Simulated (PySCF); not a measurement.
The same groups moved round the core (benzothiophene cyano+silyl). Isolated molecules, 0 K electronic values unless said otherwise. Strings in code marks are SMILES.

All values below come from PBE-D3(BJ)/def2-TZVP // PBE-D3(BJ)/def2-SVP (PySCF 2.14.0). All candidates: neutral, multiplicity 1. Excitations are Tamm–Dancoff values on a coarser integration grid. The basis has no diffuse functions, so Rydberg states are missing or too high.

- HOMO–LUMO gap: 3.20 eV
- brightest of the four lowest singlets (TDA): 4.83 eV
- T1 excitation (TDA): 2.87 eV

Which member has these values?
(A) `N#Cc1cc2ccc([SiH3])cc2s1`
(B) `N#Cc1cc2c([SiH3])cccc2s1`
(C) `N#Cc1cc2ccsc2cc1[SiH3]`
(D) `N#Cc1cc([SiH3])c2ccsc2c1`

D, `N#Cc1cc([SiH3])c2ccsc2c1`. The others give `N#Cc1cc2ccc([SiH3])cc2s1`: 3.09 eV, 4.24 eV, 2.74 eV; `N#Cc1cc2ccsc2cc1[SiH3]`: 3.52 eV, 4.85 eV, 3.16 eV; `N#Cc1cc2c([SiH3])cccc2s1`: 3.09 eV, 4.19 eV, 2.73 eV
